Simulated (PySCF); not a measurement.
disilanyl(ethenyl)silane (C2H10Si3), SMILES C=C[SiH2][SiH2][SiH3]. Atoms are numbered in the order given.

```xyz
15

C     -2.6583    -0.3326    -0.9529
C     -2.0122     0.5979    -0.2205
Si    -0.9406     0.1963     1.2715
Si     1.3186     0.5003     0.6689
Si     1.7101    -0.7358    -1.2944
H     -2.6287    -1.4045    -0.6899
H     -3.2478    -0.0672    -1.8478
H     -2.0788     1.6552    -0.5400
H     -1.2954     1.0697     2.4481
H     -1.1469    -1.2484     1.6490
H      1.5955     1.9597     0.4034
H      2.2417     0.0404     1.7698
H      1.3022    -2.1701    -1.0792
H      0.8866    -0.1711    -2.4209
H      3.1616    -0.7057    -1.6950
```

Geometry: PBE-D3(BJ)/def2-SVP. The values are those of a single conformer.

Method: PBE-D3(BJ)/def2-SVP (PySCF).

Frequencies are harmonic and unscaled.

Computed vibrational spectrum:
```
mode  ν (cm⁻¹)  IR (km/mol)  moving atoms (share of kinetic energy)
----  --------  -----------  --------------------------------------
1           24          0.0                 Si 40 %, H 35 %, C 25 %
2           47          0.2                 C 42 %, H 31 %, Si 28 %
3           91          0.1                         H 85 %, Si 12 %
4          100          0.3                 Si 46 %, H 31 %, C 23 %
5          144          1.5                 H 41 %, Si 41 %, C 19 %
6          259          1.3                 H 45 %, C 45 %, Si 10 %
7          316          9.4                          H 89 %, Si 9 %
8          377          0.5                         Si 78 %, H 20 %
9          409          6.7                         H 85 %, Si 12 %
10         435          0.3                         Si 68 %, H 27 %
11         453         16.4                         H 78 %, Si 17 %
12         519         11.1                 H 65 %, Si 18 %, C 17 %
13         534          4.9                         H 67 %, Si 28 %
14         626         20.8                 H 62 %, Si 21 %, C 16 %
15         663         86.8                         H 86 %, Si 13 %
16         674         64.6                 H 62 %, C 21 %, Si 16 %
17         717         74.6                          H 78 %, C 15 %
18         758        161.0                         H 83 %, Si 13 %
19         834        180.2                          H 91 %, Si 9 %
20         871         34.4                                  H 96 %
21         887         52.4                                  H 96 %
22         903         31.3                                  H 98 %
23         905         51.2                                  H 97 %
24         936         30.2                          H 72 %, C 28 %
25         979          6.0                          H 82 %, C 17 %
26        1000          9.0                                  H 93 %
27        1228          0.4                          H 74 %, C 26 %
28        1369          9.4                          H 84 %, C 15 %
29        1615          2.7                          C 86 %, H 14 %
30        2131         50.2                                  H 98 %
31        2140         75.6                                  H 98 %
32        2144         72.4                                  H 96 %
33        2148         19.4                                  H 98 %
34        2153         88.1                                  H 96 %
35        2162        106.8                                  H 96 %
36        2167        102.9                                  H 96 %
37        3048          9.2                                  H 95 %
38        3066          3.6                           H 92 %, C 8 %
39        3142          6.6                          H 89 %, C 11 %
```
